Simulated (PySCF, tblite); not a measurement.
Species: C7H7F4N.
Z-matrix (Å and degrees, GFN2-xTB geometry), rows numbered from 1:
```
F 
C   1  1.3273
F   2  1.3224  1  110.70
C   2  1.3261  1  123.01  3   178.67
F   4  1.3442  2  118.93  1  -179.37
C   4  1.5065  2  125.35  1     1.72
C   6  1.5377  4  110.24  2  -126.40
C   7  1.5233  6  108.57  4  -167.71
F   8  1.3813  7  109.65  6  -178.97
C   8  1.5239  7  109.65  6    60.42
C  10  1.5005  8  110.33  7   -44.04
N  11  1.2536 10  127.49  8    13.79
H   6  1.0973  4  107.36  2    -5.94
H   7  1.0923  6  109.77  4   -48.72
H   7  1.0903  6  110.33  4    71.07
H   8  1.0983  7  110.68  6   -62.55
H  10  1.0947  8  109.11  7    75.29
H  10  1.0913  8  111.28  7  -166.37
H  11  1.0838 10  116.43  8  -166.08
```

Computed, not measured: PBE0/pcSseg-1 in PySCF (dipole) on a GFN2-xTB geometry, gas phase.

Masses are those of the commonest isotopes; rigid-rotor values at the optimised geometry. The values belong to one conformer with, in the numbering `[F:1][C:2]([F:3])=[C:4]([F:5])[C@@H:6]1[CH2:7][C@H:8]([F:9])[CH2:10][CH:11]=[N:12]1`, C2–C4–C6–C7 -126°, C4–C6–C7–C8 -168°, C6–C7–C8–F9 -179°, C7–C8–C10–C11 -44°, C8–C10–C11–N12 14°.

Give the principal moments of inertia and the rotational constants in cm⁻¹.

Ia = 268.26, Ib = 1079.04, Ic = 1114.64 u·Å²; 505379 MHz·u·Å²/I gives 1884, 468.4 and 453.4 MHz, that is A = 0.06284, B = 0.01562, C = 0.01512 cm⁻¹.

What kind of rotor is it?

A near-prolate asymmetric top. Ray's parameter κ = (2B − A − C)/(A − C) = -0.979; −1 is the prolate and +1 the oblate limit.

Is it planar, by Δ = Ic − Ia − Ib?

Not planar: Δ = Ic − Ia − Ib = -232.66 u·Å². For a rigid frame Δ = −2 Σ m c², so Σ m c² = 116.33 u·Å² lies off the ab plane: 7.43 from hydrogen and 108.90 from heavier atoms. The atom farthest from that plane is 1.68 Å away.

Give the other two planar moments, Paa and Pbb, and the rms extents of the mass along the axes.

Paa = Σ m a² = (Ib + Ic − Ia)/2 = 962.71 and Pbb = Σ m b² = (Ia + Ic − Ib)/2 = 151.93 u·Å². With the mass M = 181.05 u, the rms extents √(P/M) along a, b and c are 2.31, 0.92, 0.80 Å.

Which lines would a microwave search look for?

The dipole components are |μa| = 1.99 D, |μb| = 0.24 D, |μc| = 1.08 D. Intensities carry the squares of the components, which stand as 1.00 : 0.01 : 0.30 (a : b : c). Some lines, for components of 0.1 D or more:

```json
{"type": "b", "branch": "R", "J(Ka,Kc)": "2(0,2) ← 1(1,1)", "MHz": "428", "lower level (cm⁻¹)": "0.078"}
{"type": "a", "branch": "R", "J(Ka,Kc)": "1(0,1) ← 0(0,0)", "MHz": "922", "lower level (cm⁻¹)": "0.000"}
{"type": "c", "branch": "Q", "J(Ka,Kc)": "2(1,2) ← 2(0,2)", "MHz": "1401", "lower level (cm⁻¹)": "0.092"}
{"type": "c", "branch": "Q", "J(Ka,Kc)": "1(1,1) ← 1(0,1)", "MHz": "1416", "lower level (cm⁻¹)": "0.031"}
{"type": "b", "branch": "Q", "J(Ka,Kc)": "1(1,0) ← 1(0,1)", "MHz": "1431", "lower level (cm⁻¹)": "0.031"}
{"type": "b", "branch": "Q", "J(Ka,Kc)": "2(1,1) ← 2(0,2)", "MHz": "1446", "lower level (cm⁻¹)": "0.092"}
{"type": "a", "branch": "R", "J(Ka,Kc)": "2(1,2) ← 1(1,1)", "MHz": "1829", "lower level (cm⁻¹)": "0.078"}
{"type": "a", "branch": "R", "J(Ka,Kc)": "2(0,2) ← 1(0,1)", "MHz": "1843", "lower level (cm⁻¹)": "0.031"}
{"type": "a", "branch": "R", "J(Ka,Kc)": "2(1,1) ← 1(1,0)", "MHz": "1858", "lower level (cm⁻¹)": "0.078"}
{"type": "b", "branch": "R", "J(Ka,Kc)": "1(1,1) ← 0(0,0)", "MHz": "2337", "lower level (cm⁻¹)": "0.000"}
{"type": "c", "branch": "R", "J(Ka,Kc)": "1(1,0) ← 0(0,0)", "MHz": "2352", "lower level (cm⁻¹)": "0.000"}
{"type": "b", "branch": "R", "J(Ka,Kc)": "2(1,2) ← 1(0,1)", "MHz": "3244", "lower level (cm⁻¹)": "0.031"}
{"type": "c", "branch": "R", "J(Ka,Kc)": "2(1,1) ← 1(0,1)", "MHz": "3289", "lower level (cm⁻¹)": "0.031"}
{"type": "c", "branch": "Q", "J(Ka,Kc)": "2(2,1) ← 2(1,1)", "MHz": "4247", "lower level (cm⁻¹)": "0.140"}
{"type": "b", "branch": "Q", "J(Ka,Kc)": "2(2,0) ← 2(1,1)", "MHz": "4247", "lower level (cm⁻¹)": "0.140"}
{"type": "b", "branch": "Q", "J(Ka,Kc)": "2(2,1) ← 2(1,2)", "MHz": "4292", "lower level (cm⁻¹)": "0.139"}
{"type": "b", "branch": "R", "J(Ka,Kc)": "2(2,1) ← 1(1,0)", "MHz": "6105", "lower level (cm⁻¹)": "0.078"}
{"type": "c", "branch": "R", "J(Ka,Kc)": "2(2,0) ← 1(1,0)", "MHz": "6105", "lower level (cm⁻¹)": "0.078"}
{"type": "c", "branch": "R", "J(Ka,Kc)": "2(2,1) ← 1(1,1)", "MHz": "6120", "lower level (cm⁻¹)": "0.078"}
{"type": "b", "branch": "R", "J(Ka,Kc)": "2(2,0) ← 1(1,1)", "MHz": "6120", "lower level (cm⁻¹)": "0.078"}
```

Its GFN2-xTB frequencies are all real (lowest 29 cm⁻¹). Constants of a rigid frame at the computed geometry: no zero-point averaging, no centrifugal distortion. Quadrupole hyperfine structure (14N) is left out.
